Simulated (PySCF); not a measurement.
Species: C3H8OSi2.
Geometry (PBE0-D3(BJ)/def2-SVP, Å), atoms numbered from 1 in this order:
```
atom  x, y, z in Å
C1    -2.384   -0.393    0.776
O2    -2.042    0.715   -0.013
Si3   -0.732    0.770   -1.028
C4     0.808    0.362   -0.104
C5     1.822    0.070    0.519
Si6    3.346   -0.355    1.451
H7    -1.554   -0.699    1.438
H8    -3.244   -0.122    1.406
H9    -2.672   -1.264    0.159
H10   -0.658    2.156   -1.551
H11   -0.857   -0.222   -2.137
H12    3.053   -0.322    2.913
H13    3.800   -1.722    1.064
H14    4.413    0.635    1.130
```

Computed with PySCF at CAM-B3LYP/def2-SVPD, non-relativistic, on one gas-phase PBE0-D3(BJ)/def2-SVP geometry that isn't relaxed in the solvent. The solvent is an IEF-PCM continuum (van der Waals radii × 1.2), and excitations are vertical TDDFT with non-equilibrium linear response and a frozen core. Specific hydrogen bonds and non-electrostatic terms are outside this model.

Gas-phase singlets (H = HOMO, L = LUMO):

```
state  E (eV)  λ (nm)      f             leading configurations
   S1   5.389     230  0.000                H→L 77%, H-1→L+1 8%
   S2   5.723     217  0.001               H-1→L 45%, H→L+1 40%
   S3   5.803     214  0.000                H-1→L+1 77%, H→L 8%
   S4   6.805     182  0.004                          H-2→L 79%
   S5   7.458     166  0.117  H-2→L+1 57%, H→L+1 14%, H-3→L 11%
```

Give the list for acetone (ε = 20.49), n² = 1.85.

```tsv
state	E (eV)	λ (nm)	f	leading configurations	change by rank (eV)
S1	5.438	228	0.000	H→L 75%	+0.049
S2	5.762	215	0.001	H-1→L 43%, H→L+1 39%	+0.039
S3	5.840	212	0.000	H-1→L+1 74%, H-2→L+1 9%	+0.037
S4	6.793	183	0.005	H-2→L 74%, H-1→L 9%	-0.012
S5	7.425	167	0.297	H-2→L+1 45%, H→L+1 24%, H-3→L 9%	-0.033
```

How does the list change in methanol (ε = 32.61)?

```
state  E (eV)  λ (nm)      f            leading configurations  change by rank (eV)
   S1   5.440     228  0.000                           H→L 75%               +0.051
   S2   5.764     215  0.001              H-1→L 43%, H→L+1 39%               +0.041
   S3   5.842     212  0.000   H-1→L+1 74%, H-2→L+1 9%, H→L 8%               +0.039
   S4   6.793     183  0.004               H-2→L 74%, H-1→L 9%               -0.012
   S5   7.427     167  0.273  H-2→L+1 46%, H→L+1 24%, H-3→L 9%               -0.031
```

The ground-state energy changes by -0.104 eV from gas to methanol. By how much does the total energy of gas-phase S1 change?

E(S1) = E(S0) + excitation energy, so it changes by -0.104 + 0.051 = -0.053 eV: it is lowered less than the ground state, which is what a blue shift means. This is the vertical state, with the slow part of the continuum still set for S0.

How do the frontier levels move from gas to methanol?

| orbital | gas (eV) | solvent (eV) | change (eV) | Löwdin shares, gas | Löwdin shares, solvent |
| --- | --- | --- | --- | --- | --- |
| LUMO+2 | 0.97 | 1.03 | +0.06 | Si6 36 %, Si3 13 %, C5 12 %, C4 8 % | Si6 33 %, Si3 15 %, C5 14 %, C4 9 % |
| LUMO+1 | 0.47 | 0.46 | -0.01 | C5 27 %, C4 27 %, Si6 17 %, Si3 12 % | C5 28 %, C4 27 %, Si6 16 %, Si3 12 % |
| LUMO | 0.14 | 0.13 | -0.01 | C4 24 %, C5 24 %, Si3 17 %, Si6 11 % | C4 25 %, C5 24 %, Si3 17 %, Si6 11 % |
| HOMO | -9.46 | -9.51 | -0.05 | C5 33 %, C4 32 %, Si3 8 %, Si6 6 % | C5 31 %, C4 30 %, Si3 9 %, H11 6 % |
| HOMO-1 | -9.63 | -9.69 | -0.06 | C4 35 %, C5 35 %, O2 10 %, Si6 7 % | C4 33 %, C5 33 %, O2 11 %, Si6 8 % |
| HOMO-2 | -9.85 | -9.85 | 0.00 | O2 47 %, C1 12 %, C4 8 %, Si3 8 % | O2 43 %, C1 13 %, C4 10 %, C5 8 % |
| HOMO-3 | -10.55 | -10.56 | -0.01 | O2 48 %, C1 16 %, Si3 8 %, H8 7 % | O2 46 %, C1 18 %, H8 8 %, Si3 7 % |

The HOMO–LUMO gap goes from 9.60 to 9.64 eV.
